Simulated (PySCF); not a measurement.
**Bonding in trans-[OsO2(OH)4]2-**

trans-[OsO2(OH)4]2- (charge -2 and singlet state).
Structure used (PBE0-D3(BJ)/def2-SVP), in Å, numbered top down from 1:
```xyz
11
H4O6Os angstrom
Os     0.0001    0.0000    0.0004
O      0.0188    0.0089    1.7515
O     -0.0196   -0.0100   -1.7508
O      2.0303   -0.1419   -0.0201
H      2.2687    0.7930   -0.0305
O     -2.0304    0.1426    0.0210
H     -2.2690   -0.7923    0.0290
O      0.1416    2.0304   -0.0138
H     -0.7934    2.2684   -0.0036
O     -0.1411   -2.0306    0.0138
H      0.7939   -2.2685    0.0031
```

Bond orders from the PBE0/pcSseg-1 (def2-TZVP on Os) density (PySCF). Whether so highly charged an anion holds all its electrons in the gas phase wasn't checked; a finite basis holds them in any case. No counter-ion or solvent screens the charge of this multiply charged ion. Atoms past krypton carry effective core potentials; spin–orbit coupling is left out. The pcSseg-1 basis has no diffuse functions, a weakness for an anion. The HOMO energy is positive at this level (+3.16 eV), so the outermost electrons may be held by the finite basis alone.

Problem. Set the Mayer orders of the bonds beside their lengths.

Solution. 
```csv
bond,length (Å),Mayer order
Os1–O2,1.751,1.872
Os1–O3,1.751,1.872
Os1–O4,2.035,0.751
Os1–O6,2.036,0.751
Os1–O8,2.035,0.751
Os1–O10,2.036,0.751
O4–H5,0.965,0.977
O6–H7,0.965,0.977
O8–H9,0.965,0.977
O10–H11,0.965,0.977
```

Bonds between the same two heavy elements. O–Os: lowest Os1–O4, Os1–O6, Os1–O8 and 1 more (0.751, 2.035 Å), highest Os1–O2 and Os1–O3 (1.872, 1.751 Å). Bonds named together lie within 0.004.

Problem. Sum the orders of all bonds at each heavy atom with more than one neighbour.

Solution. Os1 6.748, O4 1.728, O6 1.728, O8 1.728, O10 1.728. Orders between atoms that aren't bonded are not in these sums.

For a closed shell the Mayer order of atoms A and B is Σ (PS)μν (PS)νμ over the basis functions μ on A and ν on B, with P the density and S the overlap matrix.
